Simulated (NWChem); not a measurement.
Molecule: Si$_{2}$H$_{5}$O$_{2}$Cl; SMILES O[SiH]([SiH2]Cl)O

```xyz
10

O      1.4147     1.5264     0.6388
Si    -0.1996     1.3876     0.2640
O     -0.5772     1.8019    -1.3038
Si    -0.8614    -0.8599     0.4480
Cl     0.7836    -2.0153    -0.1786
H      1.9970     0.8568     0.2479
H     -0.8656     2.2897     1.2387
H     -0.3842     2.7134    -1.5704
H     -2.0256    -1.2424    -0.3907
H     -1.1414    -1.2476     1.8562
```
Atoms are numbered in this order, from 1.

Results from NWChem. Pople sets run with spherical d functions. Structure relaxed at the B3LYP/6-31G* (spherical d) level. Level: B3LYP/6-31G* with SMD (1 M gas to 1 M solution), gas-phase geometry. Reactions with the solvent are ignored.

For solvent toluene:

| Item | Result |
|---|---|
| solvation free energy (kcal/mol) | -4.9 |
| cavity-dispersion-structure term (kcal/mol) | -2.2 |
| dipole in solution (D) | 2.11 |

**Question.** What are these values for solvent water?

**Answer.** 
* **solvation free energy (kcal/mol)**: -7.3
* **cavity-dispersion-structure term (kcal/mol)**: 3.2
* **dipole in solution (D)**: 2.26
